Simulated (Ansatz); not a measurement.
Mulliken charges of `[I][GeH]1[BH][CH2]1` from PBE/def2-TZVPP in Ansatz (PBE0-D4/def2-TZVP geometry).

```json
{"atom": "I1", "x (Å)": "-2.161", "y (Å)": "2.194", "z (Å)": "-1.036", "charge (e)": "-0.210"}
{"atom": "Ge2", "x (Å)": "0.021", "y (Å)": "1.071", "z (Å)": "-0.509", "charge (e)": "0.218"}
{"atom": "B3", "x (Å)": "0.287", "y (Å)": "0.015", "z (Å)": "1.131", "charge (e)": "-0.055"}
{"atom": "C4", "x (Å)": "0.432", "y (Å)": "-1.125", "z (Å)": "0.238", "charge (e)": "-0.229"}
{"atom": "H5", "x (Å)": "0.699", "y (Å)": "0.842", "z (Å)": "-1.872", "charge (e)": "0.028"}
{"atom": "H6", "x (Å)": "-0.174", "y (Å)": "0.199", "z (Å)": "2.206", "charge (e)": "0.023"}
{"atom": "H7", "x (Å)": "1.005", "y (Å)": "-1.162", "z (Å)": "-0.688", "charge (e)": "0.120"}
{"atom": "H8", "x (Å)": "-0.017", "y (Å)": "-2.091", "z (Å)": "0.474", "charge (e)": "0.105"}
```

Problem. By hand: the dipole of these point charges (1 e Å = 4.8032 D).

Solution. Σ q r = (0.478, -0.301, -0.045) e Å, of length 0.567 e Å = 2.72 D.

Problem. How does the dipole of the full density compare? (Estimate.)

Solution. Ansatz gave: (0.168, -0.097, -0.144) e Å, 1.16 D; the point charges give 2.34 times that, at 32° from its direction.

Point charges leave out the atoms' own dipoles, such as those of lone pairs, and Mulliken's split depends on the basis, so the two needn't agree.
